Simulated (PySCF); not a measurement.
**`CC(C)(CF)OCC(F)(F)F`: 4 charge schemes on one density**

Species: C₆H₁₀F₄O.
SMILES with atom numbers: `[CH3:1][C:2]([CH3:3])([CH2:4][F:5])[O:6][CH2:7][C:8]([F:9])([F:10])[F:11]` (hydrogens: H12, H13, H14 on C1; H15, H16, H17 on C3; H18, H19 on C4; H20, H21 on C7)

Cartesian coordinates in Å at the GFN2-xTB level; atoms count from 1:
```xyz
21
C6H10F4O angstrom
C     -1.0251    1.0989   -0.7564
C     -0.7472   -0.1658    0.0534
C     -0.5245    0.1613    1.5321
C     -1.9407   -1.1318   -0.0778
F     -3.0896   -0.5544    0.3917
O      0.3279   -0.9670   -0.4808
C      1.4759   -0.3654   -0.9849
C      2.4653    0.1455    0.0764
F      2.5220   -0.6289    1.1591
F      3.7063    0.1997   -0.4361
F      2.1900    1.3919    0.4965
H     -0.2559    1.8504   -0.5960
H     -1.9748    1.5126   -0.4287
H     -1.0969    0.8683   -1.8179
H     -0.1475   -0.7170    2.0508
H     -1.4705    0.4569    1.9778
H      0.1802    0.9768    1.6594
H     -1.7624   -2.0365    0.5083
H     -2.1100   -1.3918   -1.1261
H      1.9976   -1.1563   -1.5344
H      1.2709    0.4696   -1.6668
```

Density: PBE0/pcSseg-1 (PySCF); schemes: Mulliken, IAO, Hirshfeld and ESP-fitted. Geometry: GFN2-xTB, one conformer, isolated molecule.

Q: Atoms with like bonding are taken together and averaged. Do the Mulliken, IAO, Hirshfeld and ESP-fitted schemes agree on where the charge is highest?

A: The schemes don't all agree: Mulliken C8 (+0.749); IAO C8 (+0.787); Hirshfeld C8 (+0.258); ESP-fitted C2 (+0.656).

Q: Which atoms carry the lowest charge in the Mulliken, IAO, Hirshfeld and ESP-fitted schemes?

A: The schemes don't all agree: Mulliken O6 (-0.521); IAO C1/C3 (-0.445); Hirshfeld C1/C3 (-0.136); ESP-fitted C1/C3 (-0.523).

Q: For which atoms does the sign change between the 4 schemes (beyond +0.03 e in one, beyond −0.03 e in another)?

A: C2, C4 and C7.

Q: Tabulate the Mulliken, IAO, Hirshfeld and ESP-fitted charges.

A: In e; atoms taken as equivalent share a row and are averaged (×n: the atom named and its like, n in all):

```tsv
atom	environment	Mulliken	IAO	Hirshfeld	ESP-fitted
C1/C3	methyl carbon	-0.202	-0.445	-0.136	-0.523
C2	sp3 carbon bound to oxygen	-0.250	+0.217	+0.084	+0.656
C4	sp3 C–F carbon	+0.266	+0.041	+0.018	-0.065
F5	alkyl fluorine	-0.333	-0.327	-0.103	-0.222
O6	ether oxygen	-0.521	-0.398	-0.130	-0.483
C7	sp3 carbon bound to oxygen	+0.034	-0.097	-0.017	-0.103
C8	CF3 carbon	+0.749	+0.787	+0.258	+0.597
F9/F10/F11	fluorine of a CF3 group	-0.270	-0.282	-0.086	-0.202
H12 (×6)	methyl hydrogen	+0.129	+0.151	+0.039	+0.138
H18/H19	methylene hydrogen	+0.109	+0.143	+0.043	+0.096
H20/H21	methylene hydrogen	+0.140	+0.161	+0.051	+0.125
```

Mean size of the charges over all atoms: IAO 0.244 e, ESP-fitted 0.240 e, Mulliken 0.221 e, Hirshfeld 0.074 e. Each set sums to the total charge, 0, to within 0.001 e. The Hirshfeld scheme divides the density at each point in proportion to the densities of the neutral, spherically averaged free atoms. The IAO scheme counts the electrons in orthogonalised intrinsic atomic orbitals, a minimal basis polarised so that it spans the occupied orbitals exactly.

Some averages cover members that differ in this geometry: H20/H21, ESP-fitted +0.093 to +0.157; F9/F10/F11, ESP-fitted -0.228 to -0.177; H20/H21, IAO +0.143 to +0.179; C1/C3, Mulliken -0.219 to -0.185 e.

Q: Sum the charges by element, for elements with more than one atom.

A: 
```csv
element,atoms,Mulliken,IAO,Hirshfeld,ESP-fitted
C,6,+0.395,+0.058,+0.071,+0.039
F,4,-1.143,-1.171,-0.362,-0.828
H,10,+1.268,+1.512,+0.421,+1.272
```

Q: How closely do the schemes follow one another over all atoms?

A: Correlation coefficient and root-mean-square difference: IAO with Hirshfeld 1.00, 0.201 e; Hirshfeld with ESP-fitted 0.93, 0.220 e; IAO with ESP-fitted 0.92, 0.119 e; Mulliken with IAO 0.87, 0.143 e; Mulliken with Hirshfeld 0.87, 0.196 e; Mulliken with ESP-fitted 0.65, 0.240 e.

The run behind these numbers computed NMR shieldings as well. Hardware: an Arm Neoverse V1 with one thread, on a shared host. Cost: 75 s wall.
